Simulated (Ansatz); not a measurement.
C2H6ClNbO3 (`C[O][Nb](=[O])([Cl])[O]C`) at its PBE0-D4/def2-TZVP geometry, where that method's forces vanish. The species carries charge 0 and has multiplicity 1. Nb: def2 effective core potential.

```xyz
13

C    -1.4249    2.0890   -1.0194
O    -0.6911    0.9039   -1.1757
Nb    0.8477    0.0342   -0.5646
O     1.5661    1.0381    0.5964
Cl    2.3429   -0.3424   -2.2985
O     0.3875   -1.5640    0.2908
C     0.4512   -2.2073    1.5355
H    -2.4347    1.8493   -0.6759
H    -0.9462    2.7537   -0.2939
H    -1.4937    2.6010   -1.9826
H     0.9497   -1.5765    2.2778
H     1.0064   -3.1430    1.4304
H    -0.5610   -2.4361    1.8796
```

Q: What forces (eV/Å) does PBE-D4/def2-TZVPP give on these atoms in Ansatz 0.2.0? (Estimate.)

A: Ansatz gave: 
```
C1  -0.087  0.142  0.024
O2  -0.240 -0.115 -0.232
Nb3  0.010 -0.411 -0.698
O4   0.472  0.672  0.783
Cl5  0.170 -0.041 -0.193
O6  -0.169 -0.280 -0.134
C7   0.007 -0.073  0.152
H8  -0.233 -0.029  0.073
H9   0.091  0.161  0.157
H10 -0.030  0.128 -0.204
H11  0.108  0.123  0.177
H12  0.117 -0.211 -0.002
H13 -0.215 -0.065  0.096
```
